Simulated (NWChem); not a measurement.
Species: C$_{3}$H$_{2}$F$_{2}$; SMILES FC(F)C#C

```xyz
7

C     -0.1418    -2.1639     0.0000
C      0.0610    -0.9728     0.0000
C      0.3653     0.4618     0.0000
F     -0.1579     1.0560    -1.0914
F     -0.1579     1.0560     1.0914
H     -0.3351    -3.2219     0.0000
H      1.4562     0.6373     0.0000
```
Atoms are numbered in this order, from 1.

Level: PBE0/def2-SVP (NWChem), optimised geometry, unscaled harmonic frequencies. 

```csv
frequency (cm⁻¹),IR intensity (km/mol)
186,1.2
241,3.8
486,6.4
560,7.7
660,11.3
731,34.0
746,28.0
973,51.2
1163,227.8
1172,165.2
1384,27.0
1396,119.0
2265,34.0
3087,29.9
3485,60.7
```

| Property | Value |
|---|---|
| zero-point energy | 26.5 kcal/mol |
| thermal correction to the enthalpy at 298.15 K (with zero-point energy) | 30.1 kcal/mol |
| heat capacity Cv | 15.5 cal/(mol K) |
| entropy at 298.15 K and 1 atm (symmetry number 1) | 70.7 cal/(mol K) |
| dipole moment | 2.09 D |

Rigid rotor and harmonic oscillator.
